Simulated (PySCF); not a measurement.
Compound: C2ClFN2S.
Numbering: `[F:1][c:2]1[n:3][s:4][c:5]([Cl:6])[n:7]1`

Method: PBE0-D3(BJ)/def2-SVP geometry optimisation, gas phase in PySCF; density fitting, grid level 1; the optimiser is geomeTRIC in internal coordinates, started from a GFN2-xTB structure.

Step 2: E = -31098.7867 eV
```
atom  x, y, z in Å  |  force x, y, z in eV/Å
F1     -1.2875    1.9580    0.2790    0.174   0.164  -0.165
C2     -0.7164    0.8134    0.0278   -0.102   0.122  -0.369
N3     -1.4510   -0.1897   -0.3432    0.099  -0.263   0.359
S4     -0.4534   -1.5167   -0.3973   -0.007   0.070  -0.055
C5      0.9175   -0.5496    0.0400    0.122   0.035  -0.386
Cl6     2.4739   -1.2095    0.2133   -0.061   0.060  -0.033
N7      0.6289    0.7088    0.1644   -0.225  -0.187   0.649
```

Step 3: E = -31098.8108 eV
```
atom  x, y, z in Å  |  force x, y, z in eV/Å
F1     -1.2258    2.0103    0.1955   -0.451  -0.299  -0.048
C2     -0.7438    0.8066    0.0520    0.598  -0.264  -0.057
N3     -1.4589   -0.2198   -0.3017   -0.255   0.326  -0.044
S4     -0.4439   -1.5259   -0.4334   -0.171   0.154   0.087
C5      0.9114   -0.5582    0.0347    0.004   0.217   0.067
Cl6     2.4857   -1.1733    0.1727    0.004  -0.048  -0.013
N7      0.5873    0.6749    0.2643    0.272  -0.087   0.007
```

Step 4: E = -31098.8344 eV
```
atom  x, y, z in Å  |  force x, y, z in eV/Å
F1     -1.2661    1.9826    0.1893    0.060   0.072   0.103
C2     -0.7226    0.8056    0.0530   -0.065   0.150  -0.097
N3     -1.4586   -0.2001   -0.3059    0.104  -0.115   0.000
S4     -0.4518   -1.5098   -0.4244    0.010  -0.124  -0.003
C5      0.9181   -0.5539    0.0371   -0.015  -0.072   0.009
Cl6     2.4839   -1.1915    0.1688    0.001  -0.027  -0.006
N7      0.6090    0.6816    0.2662   -0.095   0.116  -0.005
```

Question: Estimate the geometry and energy of step 5. (The exact step hangs on the optimiser's Hessian estimate; all steps are aligned on step 4, rigid shifts and turns removed.)

Answer: E = -31098.8357 eV, largest force 0.144 eV/Å
```
atom  x, y, z in Å  |  force x, y, z in eV/Å
F1     -1.2694    1.9819    0.2166    0.016   0.007  -0.066
C2     -0.7223    0.8122    0.0347   -0.049  -0.052   0.125
N3     -1.4519   -0.2031   -0.3144   -0.031   0.003  -0.006
S4     -0.4483   -1.5176   -0.4145   -0.006   0.087  -0.021
C5      0.9169   -0.5502    0.0359    0.030  -0.034   0.007
Cl6     2.4781   -1.1987    0.1767    0.022   0.021   0.003
N7      0.6090    0.6900    0.2491    0.018  -0.031  -0.042
```

The energy changes by -0.0013 eV. The first-order estimate −F·Δx gives -0.0083 eV and the mean of the old and new forces, exact on a quadratic surface, -0.0014 eV. The step makes an angle of 58° with the force vector and moves no atom by more than 0.027 Å.

What follows is the cost of the whole optimisation. Hardware: one thread of an Arm Neoverse V1, no GPU, shared host. Cost: 34 s of wall time, 0.44 GiB resident at most.
